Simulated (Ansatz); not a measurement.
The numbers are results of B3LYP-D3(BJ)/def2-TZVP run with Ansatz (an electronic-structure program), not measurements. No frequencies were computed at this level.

Ansatz 0.2 input:
```yaml
crystal:
  periodic: [false, false, false]
  atoms:
    - { symbol: B, position_ang: [2.041952, -0.157624, 0.622302] }
    - { symbol: B, position_ang: [0.839407, 0.807304, 0.162017] }
    - { symbol: B, position_ang: [-0.70993, 0.391679, 0.404559] }
    - { symbol: C, position_ang: [-1.562499, -0.451491, -0.631493] }
    - { symbol: H, position_ang: [2.483593, -0.992889, -0.076214] }
    - { symbol: H, position_ang: [2.526367, -0.104616, 1.69136] }
    - { symbol: H, position_ang: [1.067357, 1.835292, -0.359624] }
    - { symbol: H, position_ang: [-1.281273, 0.685193, 1.393569] }
    - { symbol: H, position_ang: [-2.484558, 0.070862, -0.885904] }
    - { symbol: H, position_ang: [-1.870337, -1.391589, -0.172809] }
    - { symbol: H, position_ang: [-1.050079, -0.692123, -1.559964] }
basis:
  gaussian: { orbitals: def2-tzvp }
hamiltonian:
  xc: b3lyp
  dispersion: d3bj
relax:
  max_steps: 150
```

Output:

```
Functional definition: B3LYP
995 factors; their error is unknown
mean field evaluation 1: about -3171.9819 eV, gradient 5.5e1 eV
mean field evaluation 2: about -3169.8825 eV, gradient 5.9e1 eV
mean field evaluation 4: about -3179.7416 eV, gradient 2.5e0 eV
mean field evaluation 8: about -3179.7630 eV, gradient 2.9e-2 eV
mean field evaluation 16: about -3179.7427 eV, gradient 3.6e-5 eV
mean field -3179.74271777 eV, -116.8533895712 hartree, gradient 3.6e-5 eV, S^2 0.000000; 0 other end points of the search recorded, 0 dependent functions left out
reference -3179.74301017 eV, -116.8534003165 hartree; 14, 14 occupied and 152, 152 virtual orbitals, 995 factors
relax step   1: F+E_penalty+E_count = -3180.03795312 eV  Δ(F+E_penalty+E_count) = +0.000e0 eV  max|allowed force component| = 5.852e-1 eV/Å  Δτ_max = 0.0000 Å  (27 SCF iters, accepted)
these checks for a lower state are left out or cut short: starts, cluster_reference, orbital_swaps, neighbouring_geometries, increment
995 factors; their error is unknown
mean field -3179.78181250 eV, -116.8548262760 hartree, gradient 2.7e-5 eV, S^2 0.000000; 0 other end points of the search recorded, 0 dependent functions left out
reference -3179.78210644 eV, -116.8548370778 hartree; 14, 14 occupied and 152, 152 virtual orbitals, 995 factors
relax step   2: F+E_penalty+E_count = -3180.07572324 eV  Δ(F+E_penalty+E_count) = -3.777e-2 eV  max|allowed force component| = 2.344e-1 eV/Å  Δτ_max = 0.0270 Å  (31 SCF iters, accepted)
these checks for a lower state are left out or cut short: starts, cluster_reference, orbital_swaps, neighbouring_geometries, increment
995 factors; their error is unknown
mean field -3179.78840877 eV, -116.8550686842 hartree, gradient 4.9e-6 eV, S^2 0.000000; 0 other end points of the search recorded, 0 dependent functions left out
reference -3179.78870402 eV, -116.8550795344 hartree; 14, 14 occupied and 152, 152 virtual orbitals, 995 factors
relax step   3: F+E_penalty+E_count = -3180.08096897 eV  Δ(F+E_penalty+E_count) = -5.246e-3 eV  max|allowed force component| = 1.767e-1 eV/Å  Δτ_max = 0.0449 Å  (32 SCF iters, accepted)
these checks for a lower state are left out or cut short: starts, cluster_reference, orbital_swaps, neighbouring_geometries, increment
995 factors; their error is unknown
mean field evaluation 32: about -3179.7416 eV, gradient 4.3e0 eV
mean field -3179.78684545 eV, -116.8550112334 hartree, gradient 7.5e-6 eV, S^2 0.000000; 0 other end points of the search recorded, 0 dependent functions left out
reference -3179.78714107 eV, -116.8550220973 hartree; 14, 14 occupied and 152, 152 virtual orbitals, 995 factors
relax step   4: F+E_penalty+E_count = -3180.07755978 eV  Δ(F+E_penalty+E_count) = +3.409e-3 eV  max|allowed force component| = 1.329e-1 eV/Å  Δτ_max = 0.1542 Å  (31 SCF iters, rejected (line search))
these checks for a lower state are left out or cut short: starts, cluster_reference, orbital_swaps, neighbouring_geometries, increment
995 factors; their error is unknown
mean field -3179.79570832 eV, -116.8553369379 hartree, gradient 5.5e-6 eV, S^2 0.000000; 0 other end points of the search recorded, 0 dependent functions left out
reference -3179.79600411 eV, -116.8553478079 hartree; 14, 14 occupied and 152, 152 virtual orbitals, 995 factors
relax step   5: F+E_penalty+E_count = -3180.08632608 eV  Δ(F+E_penalty+E_count) = -5.357e-3 eV  max|allowed force component| = 5.925e-2 eV/Å  Δτ_max = 0.0737 Å  (31 SCF iters, accepted)
these checks for a lower state are left out or cut short: starts, cluster_reference, orbital_swaps, neighbouring_geometries, increment
995 factors; their error is unknown
mean field -3179.79510264 eV, -116.8553146795 hartree, gradient 5.9e-6 eV, S^2 0.000000; 0 other end points of the search recorded, 0 dependent functions left out
reference -3179.79539899 eV, -116.8553255702 hartree; 14, 14 occupied and 152, 152 virtual orbitals, 995 factors
relax step   6: F+E_penalty+E_count = -3180.08441904 eV  Δ(F+E_penalty+E_count) = +1.907e-3 eV  max|allowed force component| = 9.001e-2 eV/Å  Δτ_max = 0.0672 Å  (31 SCF iters, rejected (line search))
these checks for a lower state are left out or cut short: starts, cluster_reference, orbital_swaps, neighbouring_geometries, increment
995 factors; their error is unknown
mean field -3179.79751013 eV, -116.8554031530 hartree, gradient 2.7e-5 eV, S^2 0.000000; 0 other end points of the search recorded, 0 dependent functions left out
reference -3179.79780602 eV, -116.8554140268 hartree; 14, 14 occupied and 152, 152 virtual orbitals, 995 factors
relax step   7: F+E_penalty+E_count = -3180.08755356 eV  Δ(F+E_penalty+E_count) = -1.227e-3 eV  max|allowed force component| = 2.610e-2 eV/Å  Δτ_max = 0.0323 Å  (31 SCF iters, accepted)
these checks for a lower state are left out or cut short: starts, cluster_reference, orbital_swaps, neighbouring_geometries, increment
995 factors; their error is unknown
mean field evaluation 64: about -3179.7981 eV, gradient 4.4e-3 eV
mean field -3179.79807928 eV, -116.8554240689 hartree, gradient 2.7e-5 eV, S^2 0.000000; 0 other end points of the search recorded, 0 dependent functions left out
reference -3179.79837530 eV, -116.8554349475 hartree; 14, 14 occupied and 152, 152 virtual orbitals, 995 factors
relax step   8: F+E_penalty+E_count = -3180.08778710 eV  Δ(F+E_penalty+E_count) = -2.335e-4 eV  max|allowed force component| = 2.513e-2 eV/Å  Δτ_max = 0.0143 Å  (30 SCF iters, accepted)
these checks for a lower state are left out or cut short: starts, cluster_reference, orbital_swaps, neighbouring_geometries, increment
995 factors; their error is unknown
mean field -3179.79830549 eV, -116.8554323821 hartree, gradient 2.7e-5 eV, S^2 0.000000; 0 other end points of the search recorded, 0 dependent functions left out
reference -3179.79860154 eV, -116.8554432618 hartree; 14, 14 occupied and 152, 152 virtual orbitals, 995 factors
relax step   9: F+E_penalty+E_count = -3180.08787714 eV  Δ(F+E_penalty+E_count) = -9.004e-5 eV  max|allowed force component| = 1.838e-2 eV/Å  Δτ_max = 0.0091 Å  (32 SCF iters, accepted)
these checks for a lower state are left out or cut short: starts, cluster_reference, orbital_swaps, neighbouring_geometries, increment
995 factors; their error is unknown
mean field -3179.79815993 eV, -116.8554270328 hartree, gradient 2.7e-5 eV, S^2 0.000000; 0 other end points of the search recorded, 0 dependent functions left out
reference -3179.79845586 eV, -116.8554379081 hartree; 14, 14 occupied and 152, 152 virtual orbitals, 995 factors
relax step  10: F+E_penalty+E_count = -3180.08785164 eV  Δ(F+E_penalty+E_count) = +2.549e-5 eV  max|allowed force component| = 1.549e-2 eV/Å  Δτ_max = 0.0137 Å  (31 SCF iters, rejected (line search))
these checks for a lower state are left out or cut short: starts, cluster_reference, orbital_swaps, neighbouring_geometries, increment
995 factors; their error is unknown
mean field -3179.79832018 eV, -116.8554329220 hartree, gradient 2.7e-5 eV, S^2 0.000000; 0 other end points of the search recorded, 0 dependent functions left out
reference -3179.79861618 eV, -116.8554437997 hartree; 14, 14 occupied and 152, 152 virtual orbitals, 995 factors
relax step  11: F+E_penalty+E_count = -3180.08792142 eV  Δ(F+E_penalty+E_count) = -4.429e-5 eV  max|allowed force component| = 4.566e-3 eV/Å  Δτ_max = 0.0068 Å  (32 SCF iters, accepted)
995 factors; their error is unknown
mean field evaluation 96: about -3170.0378 eV, gradient 5.9e1 eV
mean field -3179.79832018 eV, -116.8554329220 hartree, gradient 2.7e-5 eV, S^2 0.000000; 1 other end points of the search recorded, 0 dependent functions left out
reference -3179.79861618 eV, -116.8554437997 hartree; 14, 14 occupied and 152, 152 virtual orbitals, 995 factors
Total energy: -3180.08821742 eV, -116.8660864490 hartree
Atom 0 at     2.125288    -0.158256     0.653819 Å, force     0.000642     0.002616     0.002373 eV/Å
Atom 1 at     0.840782     0.719288     0.199865 Å, force     0.003220    -0.004217    -0.001095 eV/Å
Atom 2 at    -0.748260     0.356399     0.364632 Å, force    -0.000230     0.001267    -0.000600 eV/Å
Atom 3 at    -1.619340    -0.441976    -0.663969 Å, force    -0.000897     0.004566    -0.003072 eV/Å
Atom 4 at     2.634287    -0.946172    -0.088752 Å, force    -0.000876    -0.000893    -0.002075 eV/Å
Atom 5 at     2.611965    -0.060416     1.741399 Å, force     0.000217    -0.000420     0.001455 eV/Å
Atom 6 at     1.065534     1.781385    -0.323541 Å, force     0.000419     0.001916    -0.001696 eV/Å
Atom 7 at    -1.292648     0.734032     1.367358 Å, force    -0.002842    -0.000592     0.001687 eV/Å
Atom 8 at    -2.549414     0.093063    -0.881714 Å, force     0.001148    -0.002121     0.001059 eV/Å
Atom 9 at    -1.935072    -1.374595    -0.177331 Å, force    -0.000582    -0.002779     0.001887 eV/Å
Atom 10 at    -1.133123    -0.702754    -1.603967 Å, force    -0.000220     0.000657     0.000077 eV/Å
Dipole moment:    -0.121677    -0.032639    -0.083008 e Å
```

Cost: around 70 core-seconds (rough).
